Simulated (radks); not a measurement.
Results of a calculation; reference values are marked as such.
Neutral manganese: order these configurations by energy. Level of theory: Dirac Kohn-Sham, BLYP, spin-unpolarised, spherical densities, finite nucleus; Fermi nuclear charge, rms radius of each element as measured or else 0.836 A^(1/3) + 0.57 fm (a radial shooting solver on a logarithmic mesh with Libxc functionals). Sub-shells are occupied by j as written (lower j first in brackets). [Ar] 3d(3/2: 3, 5/2: 2) 4s1 4p(1/2: 1, 3/2: 0); [Ar] 3d(3/2: 3, 5/2: 2) 4s2; [Ar] 3d(3/2: 4, 5/2: 0) 4s2 4p(1/2: 1, 3/2: 0); [Ar] 3d(3/2: 4, 5/2: 1) 4s1 4p(1/2: 1, 3/2: 0); [Ar] 3d(3/2: 4, 5/2: 1) 4s2; [Ar] 3d(3/2: 4, 5/2: 2) 4s1.

Answer. From the lowest, in eV above it: [Ar] 3d(3/2: 4, 5/2: 2) 4s1 0.000; [Ar] 3d(3/2: 4, 5/2: 1) 4s2 0.253; [Ar] 3d(3/2: 3, 5/2: 2) 4s2 0.371; [Ar] 3d(3/2: 4, 5/2: 1) 4s1 4p(1/2: 1, 3/2: 0) 4.093; [Ar] 3d(3/2: 3, 5/2: 2) 4s1 4p(1/2: 1, 3/2: 0) 4.212; [Ar] 3d(3/2: 4, 5/2: 0) 4s2 4p(1/2: 1, 3/2: 0) 7.922.
